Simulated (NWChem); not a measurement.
All runs are NWChem calculations. System: silicon monosulfide (SSi), charge 0, spin multiplicity 1, at a geometry optimised with PBE0/def2-SVP. Level: EOM-CCSD/aug-cc-pVDZ, 10 core orbitals frozen.

NWChem printed:

```
             Northwest Computational Chemistry Package (NWChem) 7.3.0
             --------------------------------------------------------

                                NWChem Input Module
                                -------------------

 Scaling coordinates for geometry "geometry" by  1.889725989
 (inverse scale =  0.529177249)

 Turning off AUTOSYM since
 SYMMETRY directive was detected!

                             Geometry "geometry" -> ""
                             -------------------------

 Output coordinates in angstroms (scale by  1.889725989 to convert to a.u.)

  No.       Tag          Charge          X              Y              Z
 ---- ---------------- ---------- -------------- -------------- --------------
    1 Si                  14.0000     0.00000000     0.00000000     1.03447900
    2 S                   16.0000     0.00000000     0.00000000    -0.90517000

 Effective nuclear repulsion energy (a.u.)      61.1119350851

            Nuclear Dipole moment (a.u.)
            ----------------------------
        X                 Y               Z
 ---------------- ---------------- ----------------
     0.0000000000     0.0000000000    -0.0000264562

      Symmetry information
      --------------------

 Group name             C2v
 Group number             16
 Group order               4
 No. of unique centers     2

      Symmetry unique atoms

     1    2


 Summary of "ao basis" -> "" (spherical)
 ------------------------------------------------------------------------------
       Tag                 Description            Shells   Functions and Types
 ---------------- ------------------------------  ------  ---------------------
 *                        aug-cc-pvdz                 on all atoms

 Summary of "ao basis" -> "ao basis" (spherical)
 ------------------------------------------------------------------------------
       Tag                 Description            Shells   Functions and Types
 ---------------- ------------------------------  ------  ---------------------
 Si                       aug-cc-pvdz               11       27   5s4p2d
 S                        aug-cc-pvdz               11       27   5s4p2d

                                 NWChem SCF Module
                                 -----------------

  ao basis        = "ao basis"
  functions       =    54
  atoms           =     2
  closed shells   =    15
  open shells     =     0
  charge          =   0.00
  wavefunction    = RHF
  use symmetry    = T
  symmetry adapt  = T

 Summary of "ao basis" -> "ao basis" (spherical)
 ------------------------------------------------------------------------------
       Tag                 Description            Shells   Functions and Types
 ---------------- ------------------------------  ------  ---------------------
 Si                       aug-cc-pvdz               11       27   5s4p2d
 S                        aug-cc-pvdz               11       27   5s4p2d

      Symmetry analysis of basis
      --------------------------

        a1         26
        a2          4
        b1         12
        b2         12

 Forming initial guess at       0.1s

      Superposition of Atomic Density Guess
      -------------------------------------

 Sum of atomic energies:        -686.31483567

      Non-variational initial energy
      ------------------------------

 Total energy =    -686.515072
 1-e energy   =   -1071.446764
 2-e energy   =     323.819757
 HOMO         =      -0.286315
 LUMO         =      -0.042116

      Symmetry analysis of molecular orbitals - initial
      -------------------------------------------------

 !! scf_movecs_sym_adapt:   32 vectors were symmetry contaminated

  Symmetry fudging

 !! scf_movecs_sym_adapt:   30 vectors were symmetry contaminated

  Numbering of irreducible representations:

     1 a1          2 a2          3 b1          4 b2

  Orbital symmetries:

     1 a1          2 a1          3 a1          4 a1          5 b1
     6 b2          7 a1          8 a1          9 b2         10 b1
    11 a1         12 a1         13 b1         14 b2         15 a1
    16 b2         17 b1         18 a1         19 a1         20 b1
    21 b2         22 a1         23 b2         24 b1         25 a1
[...]
    20b1  (alpha) ---    13a1  (alpha)       -0.3278982988

 Doubles contributions

 No. of initial left vectors    1

 EOM-CCSD left-hand side iterations
 --------------------------------------------------------------
      Residuum       Omega / hartree  Omega / eV    Cpu    Wall
 --------------------------------------------------------------

 Iteration   1 using    1 trial vectors
   0.4222578436597   0.2720487775901    7.40283     0.5     0.5

 Iteration   2 using    2 trial vectors
   0.1142728703317   0.1923797074994    5.23492     0.5     0.5

 Iteration   3 using    3 trial vectors
   0.0685998313580   0.1783700930079    4.85370     0.5     0.5

 Iteration   4 using    4 trial vectors
   0.0326811172227   0.1723156257462    4.68895     0.5     0.5

 Iteration   5 using    5 trial vectors
   0.0119823104235   0.1708348927990    4.64866     0.5     0.5

 Iteration   6 using    6 trial vectors
   0.0045309115524   0.1708408811442    4.64882     0.5     0.5

 Iteration   7 using    7 trial vectors
   0.0020837633890   0.1707016899504    4.64503     0.5     0.5

 Iteration   8 using    8 trial vectors
   0.0009639025051   0.1707478942466    4.64629     0.5     0.5

 Iteration   9 using    9 trial vectors
   0.0004371133905   0.1707352299902    4.64594     0.5     0.5

 Iteration  10 using   10 trial vectors
   0.0002019151246   0.1707366638089    4.64598     0.6     0.6

 Iteration  11 using   11 trial vectors
   0.0000905792999   0.1707358322066    4.64596     0.7     0.7

 Iteration  12 using   12 trial vectors
   0.0000349174335   0.1707353826808    4.64595     0.7     0.7

 Iteration  13 using   13 trial vectors
   0.0000122113739   0.1707356040685    4.64595     0.6     0.6

 Iteration  14 using   14 trial vectors
   0.0000049448688   0.1707355778379    4.64595     0.6     0.6
 --------------------------------------------------------------
 Iterations converged

 Excited state root  1
 Excitation energy / hartree =        0.170735600655402
                   / eV      =        4.645954057805570

 EOM-CCSD transition moments / hartree
 --------------------------------------------
 X    0.4351759 Y    0.0000000 Z    0.0000000
 Oscillator Strength                0.0215557
 --------------------------------------------

 EOM-CCSD dipole moments / hartree & Debye
 ------------------------------------
   X         0.0000000      0.0000000
   Y        -0.0000000     -0.0000000
   Z        -0.2954026     -0.7508443
 Total       0.2954026      0.7508443
 ------------------------------------

 Singles contributions
    16b1  (alpha) ---    13a1  (alpha)        0.8465168673
    20b1  (alpha) ---    13a1  (alpha)       -0.3278982988

 Doubles contributions

 =========================================
 Excited-state calculation ( b2  symmetry)
 =========================================
 Dim. of EOMCC iter. space      500

 EOMCCSD SOLVER TYPE  1
  maxdiff =   0.40672275621942855

 No. of initial right vectors    1

 EOM-CCSD right-hand side iterations
 --------------------------------------------------------------
      Residuum       Omega / hartree  Omega / eV    Cpu    Wall
 --------------------------------------------------------------

 Iteration   1 using    1 trial vectors
   0.3826127766038   0.2720487775901    7.40283     0.4     0.4

 Iteration   2 using    2 trial vectors
   0.1101134578361   0.1898775209814    5.16683     0.3     0.3

 Iteration   3 using    3 trial vectors
   0.0672531725711   0.1779940454024    4.84347     0.3     0.3

 Iteration   4 using    4 trial vectors
   0.0323347117029   0.1722926538104    4.68832     0.3     0.3

 Iteration   5 using    5 trial vectors
   0.0115095820826   0.1708673370281    4.64954     0.3     0.3

 Iteration   6 using    6 trial vectors
   0.0045327322147   0.1707945847021    4.64756     0.2     0.2

 Iteration   7 using    7 trial vectors
   0.0020906929948   0.1706991713807    4.64496     0.3     0.3

 Iteration   8 using    8 trial vectors
   0.0009809735398   0.1707411531452    4.64611     0.3     0.3

 Iteration   9 using    9 trial vectors
   0.0004461728360   0.1707346704808    4.64593     0.3     0.3

 Iteration  10 using   10 trial vectors
   0.0002075830994   0.1707366510143    4.64598     0.3     0.3

 Iteration  11 using   11 trial vectors
   0.0000921640632   0.1707359901641    4.64596     0.3     0.3

 Iteration  12 using   12 trial vectors
   0.0000357023296   0.1707355802038    4.64595     0.3     0.3

 Iteration  13 using   13 trial vectors
   0.0000127956458   0.1707356391434    4.64596     0.2     0.2

 Iteration  14 using   14 trial vectors
   0.0000057131654   0.1707356006554    4.64595     0.3     0.3
 --------------------------------------------------------------
 Iterations converged
 ------------------

 Excited state root  1
 Excitation energy / hartree =        0.170735600655402
                   / eV      =        4.645954057805555
 largest EOMCCSD amplitudes: R1 and R2

 Singles contributions
    17b2  (alpha) ---    13a1  (alpha)        0.8465168673
    21b2  (alpha) ---    13a1  (alpha)       -0.3278982988

 Doubles contributions

 No. of initial left vectors    1

 EOM-CCSD left-hand side iterations
 --------------------------------------------------------------
      Residuum       Omega / hartree  Omega / eV    Cpu    Wall
 --------------------------------------------------------------

 Iteration   1 using    1 trial vectors
   0.4222578436597   0.2720487775901    7.40283     0.5     0.5

 Iteration   2 using    2 trial vectors
   0.1142728703317   0.1923797074994    5.23492     0.5     0.5

 Iteration   3 using    3 trial vectors
   0.0685998313580   0.1783700930079    4.85370     0.5     0.5

 Iteration   4 using    4 trial vectors
   0.0326811172227   0.1723156257462    4.68895     0.6     0.6

 Iteration   5 using    5 trial vectors
   0.0119823104235   0.1708348927990    4.64866     0.5     0.5

 Iteration   6 using    6 trial vectors
   0.0045309115524   0.1708408811442    4.64882     0.5     0.5

 Iteration   7 using    7 trial vectors
   0.0020837633890   0.1707016899504    4.64503     0.5     0.5

 Iteration   8 using    8 trial vectors
   0.0009639025051   0.1707478942466    4.64629     0.5     0.5

 Iteration   9 using    9 trial vectors
   0.0004371133905   0.1707352299902    4.64594     0.5     0.5

 Iteration  10 using   10 trial vectors
   0.0002019151246   0.1707366638089    4.64598     0.5     0.5

 Iteration  11 using   11 trial vectors
   0.0000905792999   0.1707358322066    4.64596     0.5     0.5

 Iteration  12 using   12 trial vectors
   0.0000349174335   0.1707353826808    4.64595     0.5     0.5

 Iteration  13 using   13 trial vectors
   0.0000122113739   0.1707356040685    4.64595     0.5     0.5

 Iteration  14 using   14 trial vectors
   0.0000049448688   0.1707355778379    4.64595     0.5     0.5
 --------------------------------------------------------------
 Iterations converged

 Excited state root  1
 Excitation energy / hartree =        0.170735600655402
                   / eV      =        4.645954057805555

 EOM-CCSD transition moments / hartree
 --------------------------------------------
 X    0.0000000 Y    0.4351759 Z    0.0000000
 Oscillator Strength                0.0215557
 --------------------------------------------

 EOM-CCSD dipole moments / hartree & Debye
 ------------------------------------
   X         0.0000000      0.0000000
   Y        -0.0000000     -0.0000000
   Z        -0.2954026     -0.7508443
 Total       0.2954026      0.7508443
 ------------------------------------

 Singles contributions
    17b2  (alpha) ---    13a1  (alpha)        0.8465168673
    21b2  (alpha) ---    13a1  (alpha)       -0.3278982988

 Doubles contributions

 Task  times  cpu:       52.9s     wall:       52.9s

 Total times  cpu:       52.9s     wall:       52.9s
```

Question: Write an NWChem input that would produce this output.

Answer: One answer among several that fit: 
```
start mol
memory heap 100 mb stack 700 mb global 1900 mb
geometry units angstroms nocenter noautoz
  Si     0.000000     0.000000     1.034479
  S      0.000000     0.000000    -0.905170
  symmetry group C2v
end
basis spherical
  * library aug-cc-pvdz
end
scf
  rhf
  nopen 0
  maxiter 100
  thresh 1e-7
  semidirect memsize 60000000 filesize 0
end
tce
  freeze core 10
  ccsd
  nroots 1
  2eorb
  2emet 13
  thresh 1e-5
  maxiter 200
  tilesize 24
  dipole
end
task tce energy
```
